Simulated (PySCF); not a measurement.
Molecule: Trichlorosilane (SMILES Cl[SiH](Cl)Cl).

Geometry:
```tsv
atom	x (Å)	y (Å)	z (Å)
Cl1	-0.949	1.671	-0.587
Si2	0.006	0.003	0.112
Cl3	-1.000	-1.663	-0.517
Cl4	1.909	-0.037	-0.631
H5	0.051	0.031	1.587
```

Geometry PBE0-D3(BJ)/def2-SVP throughout; GIAO in PySCF 2.14, gas phase, one conformer, non-relativistic; equivalent atoms averaged; functional PBE0.

**Question.** How do the shifts δ (against HCl, TMS at the same level) depend on the basis set? (ppm; last column core-seconds on shared hosts with different chips, so compare them loosely)

**Answer.** 
```tsv
basis set	functions	Cl1/Cl3/Cl4	Si2	H5	core-s
STO-3G	37	-91.1	13.1	4.59	1.5
6-31G	54	94.9	74.6	6.08	3
pcSseg-0	54	105.1	75.3	7.10	2.5
6-31G*	74	97.9	39.4	6.01	3.9
def2-SVP	77	120.0	24.4	6.17	3.2
cc-pVDZ	77	118.9	21.5	6.16	4
pcSseg-1	101	138.2	19.3	6.09	12
aug-cc-pVDZ	117	134.7	4.5	6.61	6.3
6-311+G(2d,p)	146	155.8	12.5	6.60	8
cc-pVTZ	150	134.0	11.1	6.39	8.9
def2-TZVP	154	137.0	7.2	6.52	8.8
pcSseg-2	186	137.5	9.7	6.23	17
IGLO-III	186	145.2	4.3	6.40	10
```

**Question.** Which nucleus moves most, in ppm?

**Answer.** Cl1/Cl3/Cl4 (chlorine bonded to Si): from -91.1 ppm with STO-3G to 155.8 ppm with 6-311+G(2d,p). The smallest spread is 2.52 ppm, at H5.

**Question.** Taking the largest basis, IGLO-III (186 functions), as the yardstick, rank the others by their worst heavy-atom deviation.

**Answer.** pcSseg-2 7.7 ppm (186 functions), def2-TZVP 8.2 ppm (154 functions), aug-cc-pVDZ 10.5 ppm (117 functions), 6-311+G(2d,p) 10.6 ppm (146 functions), cc-pVTZ 11.1 ppm (150 functions), pcSseg-1 15.0 ppm (101 functions), def2-SVP 25.2 ppm (77 functions), cc-pVDZ 26.2 ppm (77 functions), 6-31G* 47.3 ppm (74 functions), 6-31G 70.3 ppm (54 functions), pcSseg-0 71.0 ppm (54 functions), STO-3G 236.2 ppm (37 functions).

A small basis that lands close on one nucleus may do so by chance; judge by the trend and by all nuclei.
